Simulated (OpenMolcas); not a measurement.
Pd2+.

| Item | Value |
| --- | --- |
| Program | OpenMolcas 26.06 |
| Method | CASSCF |
| Basis | ANO-RCC-VQZP [8s7p5d3f2g1h] |
| Scalar Hamiltonian | DKH2, point nucleus |
| Active space | 8 electrons in 6 orbitals (4d 5s) |
| State averaging | 2S+1 = 3 even, 55 roots; 2S+1 = 5 even, 10 roots kept (CI in the orbitals of an earlier block); 2S+1 = 1 even, 43 roots kept (CI in the orbitals of an earlier block) |
| Spin-orbit coupling | RASSI with atomic mean-field integrals over the reference wave functions, term energies averaged over their components |

Levels without dynamic correlation, in cm⁻¹ above 4d⁸ ³F₄:

```tsv
Level	E
4d⁸ ¹S₀	51853
4d⁸ ³P₁	17488
4d⁸ ¹G₄	22018
```

On this reference, MS-CASPT2, IPEA 0.25 Eh, imaginary shift 0.1 Eh (closed shells correlated: 4s 4p) puts 4d⁸ ¹S₀ at 41520 cm⁻¹.

Problem. Estimate the other levels at that method by one scale factor, and say how well it serves.

Solution. The factor is 41520 / 51853 = 0.801. Scaled values beside those that MS-CASPT2 gives and measured ones (Moore, Atomic Energy Levels, vol. III, NSRDS-NBS 35 (1971 reprint of NBS Circular 467, 1958)):
```json
{"Level": "4d⁸ ³P₁", "Scaled": "14008", "MS-CASPT2": "13560", "Miss (%)": "+3.3", "Measured": "13470"}
{"Level": "4d⁸ ¹G₄", "Scaled": "17636", "MS-CASPT2": "17980", "Miss (%)": "-1.9", "Measured": "17880"}
```
For these levels the scaled values miss MS-CASPT2 by up to 3.3 %, as correlation changes each term by its own factor, spin-orbit parts do not scale and CASPT2 has its own spread within terms. This holds within one configuration; levels of others move differently, and the target method has errors of its own against measurement.

Term energies are means over components that CASPT2 splits; among the terms shown or strongly mixed into the levels shown the widest spread is 1100 cm-1 (4d⁸ ¹G, MS-CASPT2). Terms from blocks run as CI alone lack orbitals of their own. Without dynamic correlation excited terms often stand tens of per cent too high (terms of higher spin than the ground term too low), and those without a measured partner can miss by more than the paired ones (holds for CASSCF). Computed and measured levels are paired by configuration, term and J; levels that our copy of the source lacks, or whose pairing is in doubt (as where it misses far off the trend of its configuration), stay unpaired and out of the deviations. Levels of configurations outside the active space are missing.
